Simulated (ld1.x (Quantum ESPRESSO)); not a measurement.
## bromine: TM pseudisation with PBE, scalar-relativistic reference atom.

The input file (ld1.x (Quantum ESPRESSO) 7.5):

```
&input
   title='Br', zed=35., rel=1, dft='PBE', iswitch=3,
   config='[Ar] 3d10 4s2 4p5',
   nld=2, rlderiv=1.95, eminld=-3.0, emaxld=5.0, deld=0.02
 /
 &inputp
   pseudotype=2, tm=.true., lloc=0,
   nlcc=.true., new_core_ps=.true., rcore=1.10,
   file_pseudopw='Br.UPF', file_wfcaegen='ae.wfc', file_wfcncgen='nc.wfc', file_beta='beta', file_chi='chi'
 /
2
4P  2  1   5.00   0.00  1.80  1.80  0.0
4S  1  0   2.00   0.00  1.50  1.50  0.0
 &test
   configts(1)='4s2 4p5'
 /
```

Command:

```bash
ld1.x < Br.in > Br.out
```

Output (shortened: banner, matrices, multipoles, cross overlaps and the repeated all-electron block are left out):

```
Program LD1 v.7.5
     --------------------------- All-electron run ----------------------------

     Br
     scalar relativistic calculation

     atomic number is 35.00
     dft =PBE   lsd =0 sic =0 latt =0  beta=0.20 tr2=1.0E-14
     Exchange-correlation= PBE
                           (   1   4   3   4   0   0   0)
     mesh =1213 r(mesh) =  98.95369 a.u. xmin = -7.00 dx = 0.01250
     1 Ry =  13.60569312 eV, c = 137.03599908

     n l     nl                  e(Ry)          e(Ha)          e(eV)
     1 0     1S 1( 2.00)      -978.8645      -489.4322    -13318.1300
     2 0     2S 1( 2.00)      -127.3806       -63.6903     -1733.1013
     2 1     2P 1( 6.00)      -112.3470       -56.1735     -1528.5587
     3 0     3S 1( 2.00)       -17.4982        -8.7491      -238.0753
     3 1     3P 1( 6.00)       -12.7514        -6.3757      -173.4923
     3 2     3D 1(10.00)        -4.9037        -2.4519       -66.7184
     4 0     4S 1( 2.00)        -1.4798        -0.7399       -20.1342
     4 1     4P 1( 5.00)        -0.5777        -0.2888        -7.8596

     final scf error:  9.2E-15 reached in  38 iterations

     Etot =   -5212.829535 Ry,   -2606.414768 Ha,  -70924.158959 eV

     Ekin =    5325.613312 Ry,    2662.806656 Ha,   72458.660419 eV
     Encl =  -12569.667307 Ry,   -6284.833654 Ha, -171019.036043 eV
     Eh   =    2215.406330 Ry,    1107.703165 Ha,   30142.138670 eV
     Exc  =    -184.181870 Ry,     -92.090935 Ha,   -2505.922004 eV

     normalization and overlap integrals

     s(1S/1S) =  1.000000  <r> =   0.0427  <r2> =    0.0025  r(max) =   0.0279
     s(2S/2S) =  1.000000  <r> =   0.1895  <r2> =    0.0424  r(max) =   0.1584
     s(2P/2P) =  1.000000  <r> =   0.1654  <r2> =    0.0335  r(max) =   0.1280
     s(3S/3S) =  1.000000  <r> =   0.5514  <r2> =    0.3498  r(max) =   0.4817
     s(3P/3P) =  1.000000  <r> =   0.5641  <r2> =    0.3728  r(max) =   0.4817
     s(3D/3D) =  1.000000  <r> =   0.5904  <r2> =    0.4326  r(max) =   0.4305
     s(4S/4S) =  1.000000  <r> =   1.6749  <r2> =    3.2214  r(max) =   1.4115
     s(4P/4P) =  1.000000  <r> =   2.1055  <r2> =    5.2358  r(max) =   1.6606

     ------------------------ End of All-electron run ------------------------

     --------------------- Generating NC pseudopotential ---------------------

      Generating local pot.: lloc=0, matching radius rcloc =   1.5000

      Computing core charge for nlcc:

       r > 1.11 : true rho core
      Core charge pseudized with two Bessel functions
      Integrated core pseudo-charge :  10.53

      Wfc   4P  rcut= 1.812  Using Troullier-Martins method

     ------------------- End of pseudopotential generation -------------------

     Computing logarithmic derivative in   1.94142
     Computing logarithmic derivative in   1.94142
     Computing the partial wave expansion
       no projector for channel:   0
     R is outside the sphere for l=    1 j= 0.00

     ---------------------- Testing the pseudopotential ----------------------

     Br
     scalar relativistic calculation

     atomic number is 35.00   valence charge is  7.00
     dft =PBE   lsd =0 sic =0 latt =0  beta=0.20 tr2=1.0E-14
     mesh =1213 r(mesh) =  98.95369 xmin = -7.00 dx = 0.01250

     n l     nl             e AE (Ry)        e PS (Ry)    De AE-PS (Ry)
     1 0     4S   1( 2.00)       -1.47984       -1.47985        0.00001
     2 1     4P   1( 5.00)       -0.57767       -0.57768        0.00000

     eps = 3.0E-15  iter =  8

     Etot =   -5212.829535 Ry,   -2606.414768 Ha,  -70924.158959 eV
     Etotps =   -50.752481 Ry,     -25.376241 Ha,    -690.522687 eV

     Ekin =       8.507280 Ry,       4.253640 Ha,     115.747446 eV
     Encl =     -51.841934 Ry,     -25.920967 Ha,    -705.345443 eV
     Ehrt =      22.377207 Ry,      11.188603 Ha,     304.457406 eV
     Ecxc =     -29.782945 Ry,     -14.891473 Ha,    -405.217612 eV
     (Ecc =     -23.751957 Ry,     -11.875979 Ha,    -323.161844 eV)
     Epseu=      -0.012089 Ry,      -0.006045 Ha,      -0.164485 eV

     ---------------------- End of pseudopotential test ----------------------
```

Note: ghost state, extra bound levels that the all-electron valence spectrum of the same l lacks: p at -2774.7 eV. A true bound ghost makes a file unfit for plane-wave use.

Generation and configuration tests took about 1.1 s on one core of a shared server CPU.

Transferability test of the new file with ld1.x, input:

```
&input
   title='Br', zed=35., rel=1, dft='PBE', iswitch=2,
   config='[Ar] 3d10 4s2 4p5'
 /
 &test
   file_pseudo='Br.UPF', nconf=8,
   configts(1)='4s2 4p5',
   configts(2)='4s2 4p4',
   configts(3)='4s2 4p3',
   configts(4)='4s2 4p2',
   configts(5)='4s2 4p4.5',
   configts(6)='4s1 4p6',
   configts(7)='4s2 4p5.3',
   configts(8)='4s1 4p5'
 /
```

```bash
ld1.x < Br.test.in > Br.test.out
```

Pseudopotential blocks of its output, shortened (energy terms left out):

```
     ---------------------- Testing the pseudopotential ----------------------

     n l     nl             e AE (Ry)        e PS (Ry)    De AE-PS (Ry)
     1 0     4S   1( 2.00)       -1.47984       -1.47985        0.00001
     2 1     4P   1( 5.00)       -0.57767       -0.57768        0.00000

     eps = 3.3E-15  iter =  8

     Etot =   -5212.829535 Ry,   -2606.414768 Ha,  -70924.158959 eV
     Etotps =   -50.752482 Ry,     -25.376241 Ha,    -690.522691 eV

     ---------------------- End of pseudopotential test ----------------------

          ---------------------- Testing the pseudopotential ----------------------

     n l     nl             e AE (Ry)        e PS (Ry)    De AE-PS (Ry)
     1 0     4S   1( 2.00)       -2.23398       -2.23476        0.00078
     2 1     4P   1( 4.00)       -1.28406       -1.28447        0.00041

     eps = 7.8E-15  iter = 10

     Etot =   -5211.906836 Ry,   -2605.953418 Ha,  -70911.604995 eV
     Etotps =   -49.829446 Ry,     -24.914723 Ha,    -677.964145 eV
     dEtot_ae =       0.922699 Ry
     dEtot_ps =       0.923036 Ry,   Delta E=      -0.000337 Ry

     ---------------------- End of pseudopotential test ----------------------

          ---------------------- Testing the pseudopotential ----------------------

     n l     nl             e AE (Ry)        e PS (Ry)    De AE-PS (Ry)
     1 0     4S   1( 2.00)       -3.07502       -3.07744        0.00241
     2 1     4P   1( 3.00)       -2.07453       -2.07582        0.00130

     eps = 4.5E-16  iter =  9

     Etot =   -5210.233974 Ry,   -2605.116987 Ha,  -70888.844544 eV
     Etotps =   -48.155489 Ry,     -24.077745 Ha,    -655.188808 eV
     dEtot_ae =       2.595562 Ry
     dEtot_ps =       2.596992 Ry,   Delta E=      -0.001431 Ry

     ---------------------- End of pseudopotential test ----------------------

          ---------------------- Testing the pseudopotential ----------------------

     n l     nl             e AE (Ry)        e PS (Ry)    De AE-PS (Ry)
     1 0     4S   1( 2.00)       -3.98388       -3.98897        0.00509  !
     2 1     4P   1( 2.00)       -2.93163       -2.93427        0.00264

     eps = 7.2E-15  iter =  8

     Etot =   -5207.736308 Ry,   -2603.868154 Ha,  -70854.862071 eV
     Etotps =   -45.655470 Ry,     -22.827735 Ha,    -621.174313 eV
     dEtot_ae =       5.093227 Ry
     dEtot_ps =       5.097012 Ry,   Delta E=      -0.003784 Ry

     ---------------------- End of pseudopotential test ----------------------

          ---------------------- Testing the pseudopotential ----------------------

     n l     nl             e AE (Ry)        e PS (Ry)    De AE-PS (Ry)
     1 0     4S   1( 2.00)       -1.84438       -1.84469        0.00030
     2 1     4P   1( 4.50)       -0.91887       -0.91902        0.00016

     eps = 7.7E-15  iter =  9

     Etot =   -5212.456550 Ry,   -2606.228275 Ha,  -70919.084238 eV
     Etotps =   -50.379392 Ry,     -25.189696 Ha,    -685.446550 eV
     dEtot_ae =       0.372985 Ry
     dEtot_ps =       0.373089 Ry,   Delta E=      -0.000104 Ry

     ---------------------- End of pseudopotential test ----------------------

          ---------------------- Testing the pseudopotential ----------------------

     n l     nl             e AE (Ry)        e PS (Ry)    De AE-PS (Ry)
     1 0     4S   1( 1.00)       -1.53798       -1.53916        0.00118
     2 1     4P   1( 6.00)       -0.62168       -0.62196        0.00028

     eps = 4.2E-15  iter =  8

     Etot =   -5211.920279 Ry,   -2605.960139 Ha,  -70911.787892 eV
     Etotps =   -49.842722 Ry,     -24.921361 Ha,    -678.144781 eV
     dEtot_ae =       0.909257 Ry
     dEtot_ps =       0.909760 Ry,   Delta E=      -0.000503 Ry

     ---------------------- End of pseudopotential test ----------------------

          ---------------------- Testing the pseudopotential ----------------------

     n l     nl             e AE (Ry)        e PS (Ry)    De AE-PS (Ry)
     1 0     4S   1( 2.00)       -1.27532       -1.27523       -0.00009
     2 1     4P   1( 5.30)       -0.38640       -0.38635       -0.00004

     eps = 2.2E-16  iter =  9

     Etot =   -5212.973845 Ry,   -2606.486922 Ha,  -70926.122387 eV
     Etotps =   -50.896810 Ry,     -25.448405 Ha,    -692.486372 eV
     dEtot_ae =      -0.144309 Ry
     dEtot_ps =      -0.144328 Ry,   Delta E=       0.000019 Ry

     ---------------------- End of pseudopotential test ----------------------

          ---------------------- Testing the pseudopotential ----------------------

     n l     nl             e AE (Ry)        e PS (Ry)    De AE-PS (Ry)
     1 0     4S   1( 1.00)       -2.29409       -2.29657        0.00248
     2 1     4P   1( 5.00)       -1.33246       -1.33350        0.00104

     eps = 1.0E-15  iter =  9

     Etot =   -5210.951055 Ry,   -2605.475528 Ha,  -70898.600937 eV
     Etotps =   -48.872729 Ry,     -24.436365 Ha,    -664.947353 eV
     dEtot_ae =       1.878480 Ry
     dEtot_ps =       1.879753 Ry,   Delta E=      -0.001273 Ry

     ---------------------- End of pseudopotential test ----------------------
```
